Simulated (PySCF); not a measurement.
# MgTe: frontier orbitals

PBE0 at R = 2.474 Å; Mg aug-cc-pVDZ, Te aug-cc-pVDZ-PP with ECP28; scalar-relativistic core potentials (PySCF 2.14). State: ³Σ⁺ (triplet), unpaired electrons σ ↑↑, a second solution, started from another occupation. Only the outer orbitals are listed, counted within each symmetry, core potentials removing the inner ones.

```json
{"spin": "α", "orbital": "7σ", "occ.": "1", "ε (eV)": "-16.91", "on Mg (%)": "9", "main shells (%)": "91 Te s"}
{"spin": "α", "orbital": "8σ", "occ.": "1", "ε (eV)": "-9.17", "on Mg (%)": "41", "main shells (%)": "57 Te p, 34 Mg s"}
{"spin": "α", "orbital": "4π", "occ.": "1", "ε (eV)": "-6.52", "on Mg (%)": "10", "main shells (%)": "90 Te p"}
{"spin": "α", "orbital": "4π", "occ.": "1", "ε (eV)": "-6.52", "on Mg (%)": "10", "main shells (%)": "90 Te p"}
{"spin": "α", "orbital": "9σ", "occ.": "1", "ε (eV)": "-5.69", "on Mg (%)": "85", "main shells (%)": "55 Mg s, 30 Mg p, 13 Te p"}
{"spin": "α", "orbital": "5π", "occ.": "0", "ε (eV)": "-1.41", "on Mg (%)": "94", "main shells (%)": "91 Mg p"}
{"spin": "α", "orbital": "5π", "occ.": "0", "ε (eV)": "-1.41", "on Mg (%)": "94", "main shells (%)": "91 Mg p"}
{"spin": "β", "orbital": "7σ", "occ.": "1", "ε (eV)": "-15.87", "on Mg (%)": "8", "main shells (%)": "92 Te s"}
{"spin": "β", "orbital": "4π", "occ.": "1", "ε (eV)": "-6.20", "on Mg (%)": "7", "main shells (%)": "93 Te p"}
{"spin": "β", "orbital": "4π", "occ.": "1", "ε (eV)": "-6.20", "on Mg (%)": "7", "main shells (%)": "93 Te p"}
{"spin": "β", "orbital": "8σ", "occ.": "0", "ε (eV)": "-5.72", "on Mg (%)": "41", "main shells (%)": "56 Te p, 36 Mg s"}
{"spin": "β", "orbital": "9σ", "occ.": "0", "ε (eV)": "-2.32", "on Mg (%)": "79", "main shells (%)": "55 Mg s, 21 Mg p, 15 Te p"}
{"spin": "β", "orbital": "5π", "occ.": "0", "ε (eV)": "-0.33", "on Mg (%)": "102", "main shells (%)": "103 Mg p"}
```

Question: Which are the highest filled and the lowest empty level, where do they sit, and how wide is the gap?

Answer: Highest filled α 9σ at -5.69 eV (in %: 55 Mg s, 30 Mg p, 13 Te p); lowest empty β 8σ at -5.72 eV (in %: 56 Te p, 36 Mg s); the gap at PBE0 is -0.03 eV.

```json
{
 "bond order (Mayer)": "1.18",
 "⟨S²⟩": "2.007",
 "charge on Mg (Mulliken, basis-dependent)": "0.22",
 "charge on Mg (Löwdin, basis-dependent)": "0.14",
 "dipole moment (positive dipole means Mg(−)Te(+))": "-2.47 D"
}
```

Shares are Mulliken populations and can fall outside 0 to 100 %.

Spin–orbit coupling is left out.
